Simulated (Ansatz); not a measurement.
Geometry optimisation, Ansatz 0.2.0, UKS PBE/cc-pVDZ.

Input:

```yaml
crystal:
  periodic: [false, false, false]
  atoms:
    - { symbol: O, position_ang: [-1.2832, 0.2951, -1.4031] }
    - { symbol: Si, position_ang: [0.0401, 0.5409, -0.5128] }
    - { symbol: O, position_ang: [1.2721, -0.0171, -1.4436] }
    - { symbol: Si, position_ang: [-0.0205, -0.5406, 1.5387] }
    - { symbol: H, position_ang: [-1.4664, -0.5575, -1.7937] }
    - { symbol: H, position_ang: [-1.57561, 1.23915, -1.34505] }
    - { symbol: H, position_ang: [1.6327, 0.585, -2.1256] }
    - { symbol: H, position_ang: [-0.3148, -1.9863, 1.3236] }
    - { symbol: H, position_ang: [-1.2082, 0.0169, 2.3998] }
    - { symbol: H, position_ang: [1.1721, -0.3982, 2.3381] }
magnetization:
  spin_polarized: true
basis:
  gaussian: { orbitals: cc-pVDZ }
hamiltonian:
  xc: pbe
relax:
  f_tol: 0.02
  max_steps: 50
output:
  orbitals: {}
```

Launched with:

```bash
$ ansatz run input.yaml --threads 2 --pin off --max-ram 3072MiB --backend cpu --events-out ev --progress --plain --runs-dir out
```

Where does it end, and by what steps?

The run converged. After 13 steps the energy has fallen by 2.759 eV; H6 moved furthest, 0.66 Å.

```tsv
step	energy less start (eV)	largest force component (eV/Å)	accepted
0	0.0000	5.136	yes
1	-1.2294	2.901	yes
2	-1.9440	1.917	yes
3	-2.3512	2.493	yes
4	-2.5587	1.165	yes
5	-2.6351	0.625	yes
6	-2.6563	1.394	yes
7	-2.6804	1.007	yes
8	-2.7311	0.387	yes
9	-2.7450	0.267	yes
10	-2.7488	0.287	yes
11	-2.7567	0.090	yes
12	-2.7589	0.041	yes
13	-2.7594	0.018	yes
```

```xyz
10
Properties=species:S:1:pos:R:3
O -1.547 0.270 -1.177
Si 0.294 1.094 -0.298
O 1.064 -0.112 -1.358
Si -0.029 -0.484 1.526
H -0.947 -0.342 -1.682
H -1.850 0.917 -1.848
H 1.527 0.353 -2.083
H -0.379 -1.888 1.066
H -1.121 -0.040 2.479
H 1.238 -0.592 2.352
```

Whether the end is a true minimum wasn't checked by a vibrational analysis.

Run time: 22 s on 2 threads of Intel(R) Xeon(R) 6975P-C (Granite Rapids) (shared host), peak memory 0.18 GiB.
